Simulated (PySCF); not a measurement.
## Electron correlation in Os(74+) (osmium, charge +74)

1s2, closed-shell 1S. Computed with PySCF 2.14 in an even-tempered Gaussian basis (15 s from 230 bohr⁻², ratio 2.2; 7 p from 340 bohr⁻², ratio 2.4; 4 d from 1000 bohr⁻², ratio 2.4; 3 f from 1500 bohr⁻², ratio 2.4; 3 g from 2300 bohr⁻², ratio 2.4), with the non-relativistic Hamiltonian (point nucleus). Frozen: nothing; 2 electrons correlated; the 11 highest virtual orbitals of each spin left out.

With two correlated electrons CCSD is exact within the correlated space (frozen core and kept virtual orbitals).

```json
{"level": "CCSD", "correlation energy (mhartree)": "-45.83"}
```

Diagnostics: T1 = 3.7e-07, D1 = 0.0000, largest double amplitude 0.000.

A non-relativistic calculation at this Z misses sizeable relativistic shifts.

Cost of the coupled-cluster step: of the order of 5 core-seconds, for 2 correlated electrons.

At this charge a non-relativistic calculation is a model, useful for the Z dependence of the correlation energy.
